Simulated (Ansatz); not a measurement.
```xyz
10

O     0.536    0.371    4.018
C     0.595   -0.008    2.920
N     0.710   -0.465    1.809
In   -0.002   -0.002    0.001
N    -1.223    1.564   -0.221
C    -1.795    2.083   -1.149
O    -2.377    2.638   -1.989
N     0.506   -1.105   -1.586
C     1.201   -2.074   -1.771
O     1.851   -3.003   -2.031
```

Charge 0, multiplicity 1. In: def2 effective core potential.

Task: List the CAM-B3LYP/def2-TZVPP orbital energies in eV (Ansatz). (Best estimate.)

Result: Computed: Occupied: -524.11, -524.11, -524.11, -392.55, -392.55, -392.55, -283.02, -283.02, -283.02, -131.23, -88.01, -87.69, -87.69, -32.85, -32.85, -32.85, -28.18, -28.09, -28.09, -24.95, -24.83, -24.83, -24.76, -24.76, -17.84, -16.51, -16.51, -16.12, -15.43, -15.43, -15.14, -15.06, -15.06, -14.94, -14.73, -14.73, -10.90, -10.87, -10.57, -10.57, -10.38, -10.38. Lowest empty: -1.54, -1.31, 0.86, 0.86, 1.15, 1.71, 2.42, 2.42.
